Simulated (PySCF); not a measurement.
Species: C₃H₁₂AsGa.
Atom-mapped SMILES: `[CH3:1][CH2:2][CH2:3][GaH2-:4][AsH3+:5]` (hydrogens: H6, H7, H8 on C1; H9, H10 on C2; H11, H12 on C3; H13, H14 on Ga4; H15, H16, H17 on As5)

Cartesian coordinates in Å at the PBE0-D3(BJ)/def2-SVP level; atoms count from 1:
```xyz
17
C3H12AsGa angstrom
C     -1.498   -0.891    0.552
C     -1.733    0.594    0.324
C     -0.643    1.277   -0.499
Ga     1.200    1.287    0.261
As     2.098   -1.125   -0.444
H     -2.341   -1.363    1.081
H     -1.369   -1.428   -0.404
H     -0.595   -1.063    1.161
H     -1.823    1.093    1.305
H     -2.715    0.728   -0.166
H     -0.604    0.848   -1.517
H     -0.896    2.342   -0.650
H      1.419    1.073    1.815
H      2.337    2.035   -0.550
H      1.955   -1.593   -1.876
H      3.580   -1.401   -0.315
H      1.620   -2.402    0.210
```

The closed-shell ground state was solved at several levels (PySCF, density fitting, gas phase). The calculation is non-relativistic and has no spin–orbit coupling, an omission that weighs most on arsenic and gallium.

| level | basis functions | total energy (Eh) | HOMO (eV) | LUMO (eV) | gap (eV) | dipole (D) |
| --- | --- | --- | --- | --- | --- | --- |
| PBE0/pcSseg-1 | 193 | -4281.1068 | -7.09 | -0.17 | 6.92 | 3.17 |
| B3LYP/pcJ-1 (pcSseg-1 on As, pcSseg-1 on Ga) | 283 | -4281.9314 | -6.89 | -0.43 | 6.46 | 3.04 |

Estimate the row for CAM-B3LYP/def2-SVPD, a basis of 232 functions; the other rows only guide the guess.

Total energy -4281.7966 Eh, HOMO -8.37 eV, LUMO 0.43 eV, gap 8.80 eV, dipole 3.04 D.

Over all these levels, which gives the widest orbital gap and which the narrowest?

CAM-B3LYP/def2-SVPD (range-separated hybrid) has the widest, 8.80 eV, and B3LYP/pcJ-1 (pcSseg-1 on As, pcSseg-1 on Ga) (global hybrid, 20 % exact exchange) the narrowest, 6.46 eV. Functional and basis both differ between the two, so the spread mixes both effects.

How far do the dipole and the HOMO energy spread over the levels?

The dipole runs from 3.04 to 3.17 D (mean 3.08 D) and the HOMO from -8.37 to -6.89 eV.

One conformer stands for the species.
